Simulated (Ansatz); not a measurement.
Relaxation of `c1ccc2c(c1)-c1ccc3ccccc3c1-2` with charge -1 with UKS PBE-D4/def2-SVP.

```sh
$ ansatz run in.yaml --threads 4 --pin off --events-out ev --progress --plain --max-ram 9574MiB
```

```yaml
crystal:
  periodic: [false, false, false]
  atoms:
    - {symbol: C, position_ang: [4.256090, 0.357083, 0.095064]}
    - {symbol: C, position_ang: [3.895524, -0.988242, 0.195940]}
    - {symbol: C, position_ang: [2.527688, -1.406860, 0.191944]}
    - {symbol: C, position_ang: [1.591583, -0.398147, 0.080607]}
    - {symbol: C, position_ang: [1.962384, 0.984957, -0.023573]}
    - {symbol: C, position_ang: [3.279262, 1.396659, -0.019674]}
    - {symbol: C, position_ang: [0.496652, 1.360955, -0.097149]}
    - {symbol: C, position_ang: [-0.450980, 2.383032, -0.209520]}
    - {symbol: C, position_ang: [-1.797703, 1.980707, -0.216514]}
    - {symbol: C, position_ang: [-2.193856, 0.616071, -0.115281]}
    - {symbol: C, position_ang: [-3.571215, 0.235892, -0.125076]}
    - {symbol: C, position_ang: [-3.948372, -1.092941, -0.026501]}
    - {symbol: C, position_ang: [-2.965812, -2.120593, 0.088524]}
    - {symbol: C, position_ang: [-1.619106, -1.804241, 0.101426]}
    - {symbol: C, position_ang: [-1.196117, -0.443199, 0.002210]}
    - {symbol: C, position_ang: [0.135976, -0.002964, 0.005226]}
    - {symbol: H, position_ang: [5.323105, 0.627822, 0.103706]}
    - {symbol: H, position_ang: [4.685741, -1.749788, 0.282382]}
    - {symbol: H, position_ang: [2.263986, -2.471829, 0.272345]}
    - {symbol: H, position_ang: [3.586027, 2.450205, -0.098418]}
    - {symbol: H, position_ang: [-0.178247, 3.445499, -0.289889]}
    - {symbol: H, position_ang: [-2.590685, 2.740264, -0.302563]}
    - {symbol: H, position_ang: [-4.334663, 1.025160, -0.212333]}
    - {symbol: H, position_ang: [-5.015145, -1.363829, -0.036536]}
    - {symbol: H, position_ang: [-3.287358, -3.170620, 0.164018]}
    - {symbol: H, position_ang: [-0.854757, -2.591049, 0.189657]}
basis:
  gaussian: {orbitals: def2-SVP}
total_charge: -1
magnetization: {spin_polarized: true, initial_magnetization: 1}
hamiltonian: {xc: pbe, dispersion: d4}
scf: {lower_state_search: "off"}
output: {orbitals: {seedname: orbitals}}
relax: {f_tol: 0.03, max_steps: 70}
```

Hardware: 4 threads of Arm Neoverse V1 on a shared host. Wall time 33 s.

Positions (Å) and forces (eV/Å) at steps 1, 2, 3, 4 of 4:

```xyz
26
step=1 energy=-16721.9663 eV
C     4.256    0.357    0.095    0.157    0.696   -0.056
C     3.896   -0.988    0.196   -0.375   -0.644    0.049
C     2.528   -1.407    0.192    0.673   -0.112    0.022
C     1.592   -0.398    0.081   -1.619   -0.338   -0.018
C     1.962    0.985   -0.024   -0.865    1.126   -0.117
C     3.279    1.397   -0.020    0.390   -0.237    0.032
C     0.497    1.361   -0.097    1.164    1.333   -0.077
C    -0.451    2.383   -0.210    0.368   -0.275    0.029
C    -1.798    1.981   -0.217   -0.074    0.411   -0.032
C    -2.194    0.616   -0.115   -0.485   -0.322    0.013
C    -3.571    0.236   -0.125    0.523    0.516   -0.025
C    -3.948   -1.093   -0.027   -0.015   -1.052    0.090
C    -2.966   -2.121    0.089   -0.919    0.161   -0.054
C    -1.619   -1.804    0.101    0.385    0.291   -0.003
C    -1.196   -0.443    0.002   -0.063   -0.207    0.010
C     0.136   -0.003    0.005    0.748   -1.378    0.138
H     5.323    0.628    0.104    0.076    0.016    0.000
H     4.686   -1.750    0.282    0.060   -0.053    0.005
H     2.264   -2.472    0.272   -0.016   -0.054    0.005
H     3.586    2.450   -0.098    0.017    0.070   -0.005
H    -0.178    3.445   -0.290    0.029    0.081   -0.005
H    -2.591    2.740   -0.303   -0.062    0.024   -0.005
H    -4.335    1.025   -0.212   -0.027    0.062   -0.008
H    -5.015   -1.364   -0.037   -0.072   -0.038    0.002
H    -3.287   -3.171    0.164   -0.042   -0.072    0.008
H    -0.855   -2.591    0.190    0.043   -0.006    0.000
26
step=2 energy=-16722.0584 eV
C     4.265    0.366    0.095    0.041    0.282   -0.019
C     3.899   -0.988    0.197   -0.177   -0.245    0.009
C     2.533   -1.404    0.191    0.321    0.017    0.014
C     1.583   -0.397    0.080   -0.751   -0.178   -0.006
C     1.962    1.000   -0.025   -0.434    0.493   -0.056
C     3.288    1.402   -0.019    0.171   -0.167    0.018
C     0.513    1.374   -0.098    0.566    0.575   -0.030
C    -0.440    2.387   -0.211    0.081   -0.174    0.022
C    -1.792    1.984   -0.216   -0.042    0.179   -0.019
C    -2.196    0.612   -0.115   -0.280   -0.101    0.000
C    -3.571    0.230   -0.124    0.267    0.222   -0.012
C    -3.964   -1.107   -0.025    0.012   -0.378    0.028
C    -2.989   -2.130    0.087   -0.320    0.097   -0.007
C    -1.633   -1.807    0.102    0.153    0.148   -0.015
C    -1.196   -0.450    0.002    0.034   -0.128    0.016
C     0.143   -0.010    0.006    0.372   -0.675    0.063
H     5.334    0.636    0.103    0.015   -0.003    0.001
H     4.689   -1.752    0.283    0.019   -0.008    0.002
H     2.273   -2.471    0.272   -0.015   -0.025    0.001
H     3.598    2.456   -0.098    0.000    0.035   -0.003
H    -0.169    3.452   -0.290   -0.006    0.039   -0.005
H    -2.586    2.744   -0.303   -0.018    0.003   -0.001
H    -4.330    1.025   -0.213   -0.020    0.017    0.000
H    -5.034   -1.373   -0.035   -0.017    0.019   -0.003
H    -3.311   -3.181    0.165    0.018   -0.025    0.000
H    -0.868   -2.595    0.189    0.009   -0.018    0.003
26
step=3 energy=-16722.0809 eV
C     4.265    0.371    0.094    0.016    0.007   -0.008
C     3.898   -0.987    0.195    0.017   -0.012    0.016
C     2.537   -1.402    0.192    0.004    0.010   -0.015
C     1.573   -0.401    0.080    0.022   -0.036    0.001
C     1.955    1.008   -0.026    0.024    0.012    0.006
C     3.287    1.403   -0.020    0.009   -0.007    0.006
C     0.523    1.380   -0.098   -0.004    0.065   -0.010
C    -0.435    2.385   -0.208   -0.001   -0.039   -0.009
C    -1.790    1.984   -0.217   -0.011    0.026    0.003
C    -2.195    0.609   -0.115    0.013    0.001    0.001
C    -3.565    0.230   -0.125   -0.022    0.018    0.000
C    -3.969   -1.110   -0.026   -0.015   -0.019    0.010
C    -2.998   -2.130    0.089   -0.013   -0.003   -0.022
C    -1.637   -1.809    0.101    0.013   -0.021    0.016
C    -1.192   -0.456    0.003    0.006    0.034   -0.009
C     0.150   -0.022    0.007   -0.039   -0.040    0.010
H     5.335    0.642    0.104   -0.010   -0.006   -0.001
H     4.690   -1.750    0.282   -0.004    0.008   -0.002
H     2.280   -2.472    0.273   -0.008   -0.003    0.002
H     3.599    2.458   -0.098   -0.008    0.006   -0.001
H    -0.170    3.453   -0.290   -0.008    0.006    0.003
H    -2.585    2.744   -0.303    0.009   -0.007    0.001
H    -4.322    1.028   -0.212   -0.006   -0.012   -0.003
H    -5.041   -1.369   -0.037    0.007    0.021   -0.001
H    -3.318   -3.183    0.165    0.022    0.001    0.005
H    -0.876   -2.601    0.190   -0.013   -0.011   -0.001
26
step=4 energy=-16722.0811 eV
C     4.267    0.372    0.095   -0.002    0.001    0.009
C     3.900   -0.987    0.197    0.001   -0.002   -0.014
C     2.539   -1.403    0.190    0.003    0.008    0.014
C     1.574   -0.402    0.079    0.006    0.005    0.005
C     1.956    1.008   -0.025   -0.002   -0.012   -0.007
C     3.288    1.403   -0.018    0.003   -0.005   -0.007
C     0.524    1.380   -0.099    0.004    0.002    0.006
C    -0.436    2.384   -0.211    0.003   -0.012    0.015
C    -1.790    1.984   -0.217   -0.006    0.002   -0.005
C    -2.196    0.609   -0.115    0.003   -0.005   -0.001
C    -3.566    0.230   -0.124    0.003    0.004   -0.001
C    -3.970   -1.110   -0.025    0.003   -0.010   -0.007
C    -2.999   -2.130    0.087   -0.009    0.008    0.018
C    -1.638   -1.809    0.102    0.006    0.001   -0.011
C    -1.193   -0.456    0.003    0.000    0.012    0.003
C     0.150   -0.023    0.007   -0.007    0.000   -0.010
H     5.336    0.642    0.103   -0.002   -0.002    0.002
H     4.693   -1.750    0.283   -0.001    0.003    0.000
H     2.282   -2.472    0.271   -0.003   -0.001   -0.003
H     3.599    2.458   -0.097   -0.004    0.002    0.001
H    -0.172    3.452   -0.290   -0.004    0.002   -0.005
H    -2.585    2.744   -0.303    0.004   -0.001    0.000
H    -4.325    1.027   -0.213   -0.002   -0.005    0.003
H    -5.043   -1.366   -0.035    0.001    0.009   -0.001
H    -3.317   -3.184    0.166    0.010   -0.002   -0.003
H    -0.878   -2.603    0.190   -0.006   -0.004    0.001
```

The highest occupied level of the relaxed charge -1 doublet lies above zero (up to 1.23 eV). By energy differences its removal costs 0.76 eV (each at its own geometry, to the charge 0 singlet, at PBE-D4/def2-SVP); self-interaction error and the lack of diffuse functions both raise the level. The relaxation made no stability test and no search for a lower SCF solution.
